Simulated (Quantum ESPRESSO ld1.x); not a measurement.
Species: Ce XXXII. Configuration: [Ar] 3d9. Calculated with ld1.x of Quantum ESPRESSO 7.5: Dirac Kohn-Sham, relativistic LDA (MacDonald-Vosko exchange, VWN5 correlation), spin-unpolarised, spherical densities, point nucleus; open shells are shared between the two j in proportion to 2j + 1.

Unscreened Slater integrals over Kohn-Sham orbitals (hartree). Large and small components are both included.

| integral | value |
|---|---|
| F0(3d5/2,3d5/2) | 3.7095 |
| F2(3d5/2,3d5/2) | 1.8904 |
| F4(3d5/2,3d5/2) | 1.2161 |
| F0(3d5/2,3d3/2) | 3.7356 |
| F2(3d5/2,3d3/2) | 1.8992 |
| G2(3d5/2,3d3/2) | 1.8805 |
| G4(3d5/2,3d3/2) | 1.2094 |
| F0(3d5/2,3p3/2) | 3.4588 |
| F2(3d5/2,3p3/2) | 1.6643 |
| G1(3d5/2,3p3/2) | 1.8151 |
| G3(3d5/2,3p3/2) | 1.1980 |
| F0(3d5/2,3p1/2) | 3.5421 |
| G3(3d5/2,3p1/2) | 1.2591 |
| F0(3d5/2,3s1/2) | 3.4521 |
| G2(3d5/2,3s1/2) | 1.4065 |
| F0(3d3/2,3d3/2) | 3.7625 |
| F2(3d3/2,3d3/2) | 1.9088 |
| F0(3d3/2,3p3/2) | 3.4792 |
| F2(3d3/2,3p3/2) | 1.6622 |
| G1(3d3/2,3p3/2) | 1.7978 |
| G3(3d3/2,3p3/2) | 1.1866 |
| F0(3d3/2,3p1/2) | 3.5642 |
| G1(3d3/2,3p1/2) | 1.9299 |
| F0(3d3/2,3s1/2) | 3.4718 |
| G2(3d3/2,3s1/2) | 1.3951 |
| F0(3p3/2,3p3/2) | 3.3092 |
| F2(3p3/2,3p3/2) | 1.6628 |
| F0(3p3/2,3p1/2) | 3.3772 |
| G2(3p3/2,3p1/2) | 1.6767 |
| F0(3p3/2,3s1/2) | 3.3009 |
| G1(3p3/2,3s1/2) | 2.1571 |
| F0(3p1/2,3p1/2) | 3.4514 |
| F0(3p1/2,3s1/2) | 3.3671 |
| G1(3p1/2,3s1/2) | 2.1556 |
| F0(3s1/2,3s1/2) | 3.2986 |
